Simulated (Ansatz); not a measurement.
A nudged elastic band was laid between two geometries of ClH + GeH4 (7 atoms, charge 0, multiplicity 1).

Theory: Ansatz 0.2.0, RKS PBE0/def2-TZVP.

```json
{"movable images": "7", "climbing image": "yes", "spring": "5.0 eV/Å²", "optimiser": "quadratic models (default)", "start path": "straight line", "force threshold": "0.03 eV/Å", "iteration limit": "60", "end points": "relaxed"}
```

Initial state:

```xyz
7
Properties=species:S:1:pos:R:3
Ge 0.375 0.000 -0.244
H -0.084 0.000 1.227
H 1.907 0.000 -0.272
H -0.169 1.257 -0.932
H -0.169 -1.257 -0.932
Cl -3.234 0.000 2.287
H -1.995 0.000 1.954
```

Final state:

```xyz
7
Properties=species:S:1:pos:R:3
Ge -1.081 0.000 -0.624
H 1.570 0.000 2.783
H 0.431 0.000 -0.377
H -1.539 1.268 -1.351
H -1.539 -1.268 -1.351
Cl -2.038 0.000 1.309
H 0.827 0.000 2.699
```

Task: What changes between the two ends?

Result: Bonds broken: Ge1–H2, Cl6–H7. Bonds formed: Ge1–Cl6, H2–H7. ClH + GeH4 becomes ClGeH3 + H2.

Task: Give the energies along the band, and the barrier.

Result: It converged. The highest image is number 4 of 0 to 8, 39.3 kcal/mol above the first end and 50.6 kcal/mol above the last; the last end lies 11.3 kcal/mol below the first. Another band between the same ends (7 images) ends at a top of the same energy, where a vibrational analysis finds 1 clearly imaginary mode. The orbitals stay closed-shell, which can raise the energy where a bond breaks towards radicals; this wasn't checked here.

```json
{"image": "0", "path coordinate (Å)": "0.00", "energy (kcal/mol)": "0.0", "Ge1–H2 (Å)": "1.54", "Cl6–H7 (Å)": "1.28", "Ge1–Cl6 (Å)": "4.41"}
{"image": "1", "path coordinate (Å)": "0.64", "energy (kcal/mol)": "0.1", "Ge1–H2 (Å)": "1.54", "Cl6–H7 (Å)": "1.28", "Ge1–Cl6 (Å)": "4.05"}
{"image": "2", "path coordinate (Å)": "1.28", "energy (kcal/mol)": "1.6", "Ge1–H2 (Å)": "1.55", "Cl6–H7 (Å)": "1.29", "Ge1–Cl6 (Å)": "3.51"}
{"image": "3", "path coordinate (Å)": "1.93", "energy (kcal/mol)": "13.7", "Ge1–H2 (Å)": "1.60", "Cl6–H7 (Å)": "1.35", "Ge1–Cl6 (Å)": "2.97"}
{"image": "4", "path coordinate (Å)": "2.57", "energy (kcal/mol)": "39.3", "Ge1–H2 (Å)": "1.83", "Cl6–H7 (Å)": "1.77", "Ge1–Cl6 (Å)": "2.62"}
{"image": "5", "path coordinate (Å)": "3.34", "energy (kcal/mol)": "15.3", "Ge1–H2 (Å)": "2.32", "Cl6–H7 (Å)": "2.10", "Ge1–Cl6 (Å)": "2.27"}
{"image": "6", "path coordinate (Å)": "4.11", "energy (kcal/mol)": "-5.1", "Ge1–H2 (Å)": "2.89", "Cl6–H7 (Å)": "2.40", "Ge1–Cl6 (Å)": "2.17"}
{"image": "7", "path coordinate (Å)": "4.88", "energy (kcal/mol)": "-10.7", "Ge1–H2 (Å)": "3.58", "Cl6–H7 (Å)": "2.83", "Ge1–Cl6 (Å)": "2.16"}
{"image": "8", "path coordinate (Å)": "5.64", "energy (kcal/mol)": "-11.3", "Ge1–H2 (Å)": "4.32", "Cl6–H7 (Å)": "3.18", "Ge1–Cl6 (Å)": "2.16"}
```

Task: What is the geometry of the highest image?

Result: 
```xyz
7
Properties=species:S:1:pos:R:3
Ge -0.268 0.000 -0.132
H 0.228 0.000 1.629
H 1.279 0.000 -0.269
H -0.792 1.331 -0.655
H -0.792 -1.331 -0.655
Cl -2.380 0.000 1.414
H -0.647 0.000 1.756
```

Run time: 84 s on 4 threads of Arm Neoverse V2, on a shared host, peak memory 0.23 GiB.
